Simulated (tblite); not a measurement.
Input of a run (GFN2-xTB geometry optimisation, gas phase (tblite 0.8.0)), started from a force field or distance geometry:
```
{"job": {"kind": "relax", "xc": "GFN2-xTB", "basis": "xTB"}, "charge": 0, "multiplicity": 1}
C      3.968000     0.320900     0.661200
O      2.680200    -0.226400     0.932900
Si     1.356300     0.546600     0.335300
F      1.625600     0.843000    -1.230900
C     -0.206700    -0.502500     0.470000
C     -0.514400    -1.522100    -0.609000
C     -1.333100    -0.257600    -0.518700
C     -2.752600    -0.316500    -0.049400
C     -3.265300     0.981100     0.509300
O     -2.603000     2.002700     0.639100
H      4.712600    -0.300300     1.149300
H      4.046900     1.336600     1.064900
H      4.162400     0.321700    -0.404000
H      1.194600     1.841000     1.035900
H     -0.454900    -0.746600     1.487400
H      0.154700    -1.623100    -1.445300
H     -0.951900    -2.458000    -0.291500
H     -1.206400     0.464300    -1.309700
H     -3.401000    -0.583000    -0.895000
H     -2.888800    -1.083400     0.726400
H     -4.332200     0.978500     0.824000
```

Output (eV, eV/Å):
```
step      E/eV     max force
  0    -900.87131    2.011
  1    -900.90499    2.672
  2    -900.95331    0.412
  3    -900.96467    0.254
  4    -900.97792    0.281
  5    -900.98378    0.293
  6    -900.99292    0.216
  7    -900.99945    0.214
  8    -901.00504    0.161
  9    -901.00863    0.143
 10    -901.01202    0.147
 11    -901.01584    0.148
 12    -901.01991    0.164
 13    -901.02336    0.138
 14    -901.02608    0.139
 15    -901.02869    0.148
 16    -901.03171    0.182
 17    -901.03444    0.133
 18    -901.03628    0.093
 19    -901.03760    0.075
 20    -901.03891    0.115
 21    -901.04027    0.112
 22    -901.04140    0.075
 23    -901.04222    0.061
 24    -901.04297    0.079
 25    -901.04383    0.105
 26    -901.04474    0.087
 27    -901.04562    0.067
 28    -901.04647    0.058
 29    -901.04738    0.079
 30    -901.04836    0.089
 31    -901.04928    0.059
 32    -901.05009    0.061
 33    -901.05089    0.066
 34    -901.05175    0.081
 35    -901.05262    0.072
 36    -901.05341    0.055
 37    -901.05404    0.051
 38    -901.05454    0.045
 39    -901.05494    0.041
 40    -901.05534    0.045
 41    -901.05580    0.049
 42    -901.05631    0.066
 43    -901.05685    0.060
 44    -901.05740    0.051
 45    -901.05801    0.056
 46    -901.05862    0.056
 47    -901.05912    0.043
 48    -901.05952    0.048
 49    -901.05992    0.047
 50    -901.06037    0.057
 51    -901.06078    0.056
 52    -901.06105    0.030
 53    -901.06120    0.029
 54    -901.06133    0.028
 55    -901.06150    0.039
 56    -901.06170    0.039
 57    -901.06191    0.029
 58    -901.06213    0.033
 59    -901.06238    0.045
 60    -901.06270    0.050
 61    -901.06305    0.048
 62    -901.06337    0.043
 63    -901.06368    0.043
 64    -901.06399    0.044
 65    -901.06430    0.046
 66    -901.06458    0.038
 67    -901.06481    0.035
 68    -901.06504    0.034
 69    -901.06529    0.046
 70    -901.06563    0.050
 71    -901.06598    0.046
 72    -901.06625    0.037
 73    -901.06644    0.030
 74    -901.06661    0.035
 75    -901.06678    0.031
 76    -901.06696    0.036
 77    -901.06712    0.030
 78    -901.06723    0.022
 79    -901.06730    0.018
 80    -901.06735    0.017
 81    -901.06740    0.017
 82    -901.06746    0.019
 83    -901.06753    0.024
 84    -901.06762    0.019
 85    -901.06772    0.024
 86    -901.06786    0.030
 87    -901.06806    0.049
 88    -901.06836    0.065
 89    -901.06866    0.053
 90    -901.06889    0.034
 91    -901.06906    0.035
 92    -901.06926    0.053
 93    -901.06951    0.068
 94    -901.06978    0.053
 95    -901.06995    0.025
 96    -901.07006    0.023
 97    -901.07017    0.033
 98    -901.07036    0.045
 99    -901.07060    0.038
100    -901.07085    0.048
101    -901.07111    0.054
102    -901.07146    0.058
103    -901.07188    0.076
104    -901.07236    0.066
105    -901.07274    0.040
106    -901.07306    0.036
107    -901.07324    0.044
108    -901.07358    0.051
109    -901.07379    0.055
110    -901.07394    0.024
111    -901.07404    0.019
112    -901.07410    0.018
113    -901.07416    0.018
114    -901.07421    0.018
115    -901.07428    0.023
116    -901.07437    0.024
117    -901.07447    0.028
118    -901.07457    0.030
119    -901.07468    0.029
120    -901.07483    0.033
121    -901.07504    0.041
122    -901.07531    0.037
123    -901.07557    0.039
124    -901.07578    0.029
125    -901.07600    0.057
126    -901.07623    0.066
127    -901.07651    0.064
128    -901.07698    0.032
129    -901.07721    0.031
130    -901.07745    0.029
131    -901.07765    0.031
132    -901.07790    0.038
133    -901.07820    0.045
134    -901.07846    0.034
135    -901.07869    0.030
136    -901.07882    0.024
137    -901.07894    0.027
138    -901.07907    0.040
139    -901.07919    0.020
140    -901.07924    0.014
141    -901.07927    0.012
142    -901.07930    0.016
143    -901.07935    0.021
144    -901.07939    0.016
145    -901.07944    0.016
146    -901.07949    0.017
147    -901.07956    0.021
148    -901.07964    0.025
149    -901.07971    0.020
150    -901.07976    0.018
151    -901.07980    0.019
152    -901.07987    0.019
153    -901.07996    0.021
154    -901.08006    0.019
155    -901.08018    0.019
156    -901.08032    0.022
157    -901.08048    0.031
158    -901.08065    0.034
159    -901.08083    0.039
160    -901.08103    0.035
161    -901.08126    0.038
162    -901.08154    0.037
163    -901.08164    0.079
164    -901.08210    0.034
165    -901.08240    0.029
166    -901.08273    0.032
167    -901.08286    0.027
168    -901.08301    0.027
169    -901.08310    0.031
170    -901.08322    0.034
171    -901.08332    0.026
172    -901.08340    0.026
173    -901.08346    0.019
174    -901.08353    0.022
175    -901.08359    0.025
176    -901.08368    0.023
177    -901.08374    0.019
178    -901.08383    0.024
179    -901.08393    0.032
180    -901.08399    0.038
181    -901.08412    0.031
182    -901.08421    0.022
183    -901.08432    0.021
184    -901.08441    0.020
185    -901.08452    0.031
186    -901.08461    0.058
187    -901.08468    0.025
188    -901.08471    0.028
189    -901.08477    0.011
190    -901.08481    0.011
191    -901.08485    0.013
192    -901.08488    0.010
```

Task: Summarise the run.

Result: The energy falls by 0.214 eV over 192 L-BFGS steps, the largest force on an atom goes from 2.01 to 0.010 eV/Å, and the atoms move by 0.673 Å rms after alignment. The bond that changes most is O2–Si3 (silyl ether oxygen to fluorine-bound silicon), which shortens by 0.034 Å. Bonds longer at the end by more than 0.005 Å: 4 of 21; shorter: 9. Among the angles that change most is C1–O2–Si3, from 118.5° to 129.2°. Among the dihedrals that turn most is H14–Si3–C5–C7, from 84° to 34°. The energy never rose by more than 1e-5 eV on the way. The first step brought 16 % of the lowering.

Task: What are the final bond lengths?

Result: C1–O2 1.400 Å, O2–Si3 1.611 Å, Si3–F4 1.623 Å, Si3–C5 1.867 Å, C5–C6 1.507 Å, C6–C7 1.491 Å, C7–C8 1.509 Å, C8–C9 1.503 Å, C9=O10 1.197 Å, C5–C7 1.506 Å, C1–H11 1.090 Å, C1–H12 1.092 Å, C1–H13 1.091 Å, Si3–H14 1.453 Å, C5–H15 1.083 Å, C6–H16 1.079 Å, C6–H17 1.081 Å, C7–H18 1.083 Å, C8–H19 1.096 Å, C8–H20 1.094 Å, C9–H21 1.110 Å. Numbering counts from 1 in the input's order; the species is `CO[Si@@H](F)[C@@H]1C[C@H]1CC=O`.

The run took 2.9 s of wall time on an Arm Neoverse N1 with one thread, shared host with 64 logical CPUs at a one-minute load of 58.

Its lowest GFN2-xTB frequency is 14 cm⁻¹, too small to tell a flat minimum from a shallow saddle. One conformer, not necessarily the lowest. 3 starts were optimised and ended at 0.00, 2.09 and 2.41 kcal/mol (GFN2-xTB); the lowest of these is shown.

The numbers are calculated, not measured.
